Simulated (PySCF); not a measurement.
C7H10S, SMILES CC(C)c1cccs1 (GFN2-xTB optimised geometry):

```
18

C     -2.036    -1.799     1.276
C     -1.184    -1.798     0.004
C     -2.076    -1.781    -1.239
C     -0.254    -0.628     0.000
C      1.105    -0.628     0.000
C      1.666     0.670     0.000
C      0.723     1.643     0.000
S     -0.870     0.995     0.001
H     -1.402    -1.810     2.159
H     -2.660    -0.909     1.308
H     -2.679    -2.676     1.298
H     -0.570    -2.706    -0.011
H     -2.695    -0.887    -1.243
H     -2.724    -2.654    -1.250
H     -1.470    -1.787    -2.143
H      1.694    -1.528     0.000
H      2.724     0.863     0.000
H      0.855     2.706     0.000
```

Calculation: PBE/def2-SVP in PySCF.

Q: What are the frontier orbital energies and the dipole moment?

A: HOMO-2 -7.78 eV, HOMO-1 -5.98 eV, HOMO -5.42 eV, LUMO -0.94 eV, LUMO+1 0.30 eV; dipole moment 0.62 D.

Meta-Löwdin charges at PBE/def2-SVP: C1 -0.30, C2 -0.05, C3 -0.30, C4 -0.10, C5 -0.16, C6 -0.14, C7 -0.24, S8 0.23, H9 0.10, H10 0.10, H11 0.10, H12 0.10, H13 0.10, H14 0.10, H15 0.10, H16 0.11, H17 0.12, H18 0.13.
